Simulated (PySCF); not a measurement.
This PySCF input asks for the NMR shieldings of `C1[P@H+](P)C2=CC=CC=C2C1`, [C₈H₁₁P₂]+; the geometry comes from GFN2-xTB.

```python
import basis_set_exchange as bse
import numpy as np
from pyscf import gto, dft
from pyscf.prop import nmr

atoms = """
P    -2.944894    1.076871   -1.409270
P    -1.654657    0.655895    0.275321
C    -1.794857   -1.063850    0.885377
C    -0.503339   -1.770192    0.426860
C     0.567841   -0.739097    0.216123
C     1.923261   -1.001420    0.113655
C     2.810736    0.041065   -0.108324
C     2.361594    1.348522   -0.237509
C     1.011261    1.634735   -0.140535
C     0.132519    0.586263    0.096467
H    -2.237979    2.246594   -1.719708
H    -2.148669    0.281296   -2.247306
H    -1.998084    1.510049    1.311713
H    -2.696807   -1.553532    0.514775
H    -1.847808   -1.034887    1.977210
H    -0.189139   -2.507722    1.165727
H    -0.668982   -2.307990   -0.510748
H     2.284308   -2.013638    0.211332
H     3.866489   -0.167625   -0.180178
H     3.066155    2.146411   -0.410444
H     0.652133    2.649194   -0.231007
"""
names = dict.fromkeys(["P", "C", "H"], "pcSseg-1")
basis = {el: gto.basis.parse(bse.get_basis(n, elements=[el], fmt="nwchem")) for el, n in names.items()}
mol = gto.M(atom=atoms, basis=basis, charge=1, verbose=0)
mf = dft.RKS(mol, xc="PBE0")
mf.grids.level = 2
mf.grids.alignment = dft.numint.BLKSIZE   # the property module wants whole blocks of grid points
mf.conv_tol = 1e-9
mf.kernel()

calc = nmr.RKS(mf)   # GIAO
C = mf.mo_coeff
Co = C[:, mf.mo_occ > 0]
resp = mf.gen_response(singlet=True, hermi=2)
def vind(x):   # induced exchange potential for any number of trial vectors
    d = np.einsum("pi,xij,qj->xpq", C, 2 * x.reshape(-1, C.shape[1], Co.shape[1]), Co, optimize=True)
    return np.einsum("xpq,pi,qj->xij", resp(d - d.transpose(0, 2, 1)), C, Co, optimize=True).ravel()
mo1, _ = nmr.rhf.solve_mo1(calc, with_cphf=vind)
sigma = calc.kernel(mo1)
for i, s in enumerate(sigma):   # ppm
    w = np.linalg.eigvalsh((s + s.T) / 2)
    print("%2d %-2s iso %8.1f  s11 %8.1f  s22 %8.1f  s33 %8.1f" % (i, mol.atom_pure_symbol(i), w.mean(), *w))
```

Question: What does it print?

Answer: 
```
 0 P  iso    531.3  s11    483.9  s22    521.6  s33    588.3
 1 P  iso    332.7  s11    252.0  s22    335.6  s33    410.5
 2 C  iso    163.5  s11    132.7  s22    175.9  s33    181.9
 3 C  iso    150.8  s11    119.4  s22    157.3  s33    175.7
 4 C  iso     32.5  s11    -65.2  s22     14.0  s33    148.6
 5 C  iso     52.1  s11    -49.7  s22     32.0  s33    174.0
 6 C  iso     40.9  s11    -70.7  s22     12.6  s33    180.8
 7 C  iso     48.1  s11    -60.1  s22     23.3  s33    181.0
 8 C  iso     50.1  s11    -59.0  s22     30.2  s33    179.3
 9 C  iso     63.7  s11    -26.0  s22     78.4  s33    138.9
10 H  iso     28.0  s11     22.0  s22     26.3  s33     35.6
11 H  iso     28.4  s11     23.3  s22     27.9  s33     34.1
12 H  iso     24.8  s11     21.2  s22     21.6  s33     31.7
13 H  iso     29.0  s11     23.4  s22     27.4  s33     36.2
14 H  iso     28.3  s11     22.3  s22     26.3  s33     36.3
15 H  iso     27.8  s11     21.2  s22     26.8  s33     35.2
16 H  iso     28.0  s11     22.8  s22     27.1  s33     34.1
17 H  iso     23.6  s11     19.2  s22     23.2  s33     28.3
18 H  iso     23.3  s11     19.8  s22     23.8  s33     26.2
19 H  iso     23.5  s11     19.8  s22     24.0  s33     26.6
20 H  iso     23.6  s11     19.1  s22     22.8  s33     28.9
```

These numbers come from an equivalent density-fitted implementation of the same equations, which agrees with the script to about 0.01 ppm for H and up to a few tenths of a ppm for heavy atoms, so last digits may differ.

Question: Turn these shieldings into chemical shifts. References, each an isolated molecule treated in the same way: H3PO4 for 31P (318.38 ppm); TMS for 13C (186.93 ppm) and 1H (31.72 ppm).

Answer: Averaging equivalent atoms: P 1: -14.3; P 0: -212.9; C 4: 154.5; C 6: 146.0; C 7: 138.9; C 8: 136.8; C 5: 134.8; C 9: 123.2; C 3: 36.1; C 2: 23.4; H 18: 8.46; H 19: 8.26; H 17: 8.15; H 20: 8.14; H 12: 6.88; H 15: 3.95; H 16: 3.74; H 10/11: 3.53; H 14: 3.42; H 13: 2.68 ppm. Experimental scales use liquid or dissolved standards, which lie at an offset from isolated H3PO4.

Size and cost of the density-fitted run: 239 basis functions, 56 s wall time on 1 thread of an Arm Neoverse V1, shared host.
